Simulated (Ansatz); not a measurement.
`N[SiH2]SS` + HCl → `SS[SiH2]Cl` + NH₃  (ligand exchange at the Si–N bond)

Computed with Ansatz on PBE0-D4/def2-TZVP structures; ΔE is electronic, products minus reactants. CBS: MP2 limit from def2 TZ/QZ plus the TZ coupled-cluster correction, frozen cores. This one scheme is used for every species. Functionals use def2-TZVPP. B3LYP here is the variant with VWN-RPA as its local correlation; programs differ in this. HSE06 is defined as in plane-wave codes. Each species was taken in one conformer, which may not be the lowest.

| level | ΔE (kcal/mol) | difference from CCSD(T)/CBS |
| --- | --- | --- |
| LDA (SPW92) | -8.3 | 1.4 |
| PBE-D4 | -10.3 | -0.6 |
| revPBE-D4 | -10.4 | -0.7 |
| r2SCAN-D4 | -10.0 | -0.3 |
| B97M-V | -10.5 | -0.8 |
| PBE0-D4 | -10.2 | -0.5 |
| B3LYP-D4 | -9.5 | 0.2 |
| r2SCANh-D4 | -10.0 | -0.3 |
| r2SCAN0-D4 | -10.0 | -0.3 |
| HSE06-D4 | -10.3 | -0.6 |
| BHLYP-D4 | -9.6 | 0.1 |
| ωB97X-V | -9.6 | 0.1 |
| ωB97M-V | -9.7 | 0.0 |
| B2PLYP | -9.4 | 0.3 |
| PBE-QIDH | -9.9 | -0.2 |
| PBE | -10.3 | -0.6 |
| BLYP | -9.5 | 0.2 |
| r2SCAN | -10.1 | -0.4 |
| PBE0 | -10.2 | -0.5 |
| B3LYP | -9.4 | 0.3 |
| r2SCANh | -10.0 | -0.3 |
| r2SCAN0 | -10.0 | -0.3 |
| HSE06 | -10.2 | -0.5 |
| BHLYP | -9.2 | 0.5 |
| CAM-B3LYP | -8.5 | 1.2 |
| LC-ωPBE | -9.1 | 0.6 |
| RPA@PBE/def2-TZVPP | -8.6 | 1.1 |
| HF/def2-SVP | -9.1 | 0.6 |
| MP2/def2-SVP | -8.9 | 0.8 |
| CCSD/def2-SVP | -8.6 | 1.1 |
| CCSD(T)/def2-SVP | -8.7 | 1.0 |
| HF/def2-TZVPP | -9.3 | 0.4 |
| MP2/def2-TZVPP | -9.7 | 0.0 |
| SCS-MP2/def2-TZVPP | -9.3 | 0.4 |
| CCSD/def2-TZVPP | -8.7 | 1.0 |
| CCSD(T)/def2-TZVPP | -8.9 | 0.8 |
| MP2/def2-QZVPP | -10.2 | -0.5 |
| HF/CBS(def2) | -9.2 | 0.5 |
| MP2/CBS(def2) | -10.6 | -0.9 |
| CCSD/CBS(def2) | -9.6 | 0.1 |
| CCSD(T)/CBS | -9.7 | 0 |

(1) What do rigid-rotor, harmonic-oscillator terms from PBE0-D4/def2-TZVP frequencies (298.15 K, 1 bar) make of the CCSD(T)/CBS value? (Estimate.)

Largest T1 diagnostic among the species: 0.012.

Results:

(1) Ansatz gave: ΔZPE = +2.0 kcal/mol, ΔH = -7.9 kcal/mol, ΔS = 4 J/(mol·K), ΔG = -8.1 kcal/mol.

Leaving LDA and LC-ωPBE aside and taking each functional with its dispersion term where it has one, the values, not all of them listed here, spread over 1.9 kcal/mol, from B97M-V to CAM-B3LYP-D4. LDA lies +2.0 kcal/mol from PBE without D4. At CCSD(T), def2-SVP lies +1.0 kcal/mol from the extrapolated value and def2-TZVPP +0.8 kcal/mol.
